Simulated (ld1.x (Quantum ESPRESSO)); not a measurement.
**lanthanum (La), RRKJ: configuration errors across variants**

lanthanum, norm-conserving RRKJ (Kleinman–Bylander form), made with ld1.x (Quantum ESPRESSO) 7.5 (PBE, scalar-relativistic). Core [Kr] 4d10, reference 4f0 5s2 5p6 5d1 6s0 6p0 (charge +2). Waves: 5p (bound): rc 2.15 bohr; 5d (bound): rc 2.90 bohr; 4f (bound, empty): rc 1.85 bohr; 5s (bound): rc 2.65 bohr. Local part: the s channel. Core correction: a·sin(br)/r model core, default radius (core density twice the valence density).

All-electron excitation energies from the reference (eV): (1) 4f0 5s2 5p6 5d1 6s2 6p0 -16.854; (2) 4f0 5s2 5p6 5d1 6s1 6p0 -10.889; (3) 4f0 5s2 5p6 5d0 6s0 6p0 18.950; (4) 4f0 5s1 5p6 5d1 6s2 6p0 27.162; (5) 4f0 5s2 5p5 5d1 6s2 6p0 10.117; (6) 4f1 5s2 5p6 5d0 6s1 6p0 -10.622.

The default core radius of the base comes out at 1.14 bohr.

Tests that are not counted but printed errors over 1 eV. “base”: 4f1 5s2 5p6 5d0 6s2 6p0 (solver errors, printed error -1519 eV). “wave 5s (bound): rc 2.65 bohr becomes 5s (bound): rc 1.70 bohr”: 4f1 5s2 5p6 5d0 6s2 6p0 (pseudo-atom not self-consistent, printed error -2328 eV). “local potential the f channel”: 4f0 5s1 5p6 5d1 6s2 6p0 (solver errors, printed error -27.0 eV); 4f1 5s2 5p6 5d0 6s2 6p0 (solver errors, printed error -1499 eV). “wave 5d (bound): rc 2.90 bohr becomes 5d (bound): rc 3.56 bohr”: 4f1 5s2 5p6 5d0 6s2 6p0 (solver errors, printed error -1519 eV). “wave 5p (bound): rc 2.15 bohr becomes 5p (bound): rc 1.48 bohr”: 4f1 5s2 5p6 5d0 6s2 6p0 (solver errors, printed error -1519 eV).

4 further variants failed, have other tests or another functional or relativity, and are left out.

A true bound ghost makes a file unfit for plane-wave use even where its test errors are small: the radial tests pick states by their node count and pass the ghost by. Where a test does run into it, the solver fails or the error is huge.

Errors AE − PS in meV (a dash: test not solved or not reliable):

| change | (1) | (2) | (3) | (4) | (5) | (6) | bound ghosts |
| --- | --- | --- | --- | --- | --- | --- | --- |
| base | +2586 | +1770 | -0.9 | +4933 | +4538 | +1480 | none |
| wave 5s (bound): rc 2.65 bohr becomes 5s (bound): rc 1.70 bohr | +117 | +81 | +5.6 | +234 | +224 | +260 | none |
| local potential the f channel | +359 | +252 | +4.8 | – | +721 | +42 | s, p |
| wave 5d (bound): rc 2.90 bohr becomes 5d (bound): rc 3.56 bohr | +2576 | +1766 | +26 | +4930 | +4535 | +1428 | none |
| wave 5p (bound): rc 2.15 bohr becomes 5p (bound): rc 1.48 bohr | +2588 | +1771 | -0.8 | +4933 | +4545 | +1488 | none |

(1) Give the same row for: core correction none.

## Answers

(1) +2652, +1800, -0.4, +4978, +4693, +1717; bound ghosts: none. Not counted: 4f1 5s2 5p6 5d0 6s2 6p0 (solver errors, printed error -1523 eV).
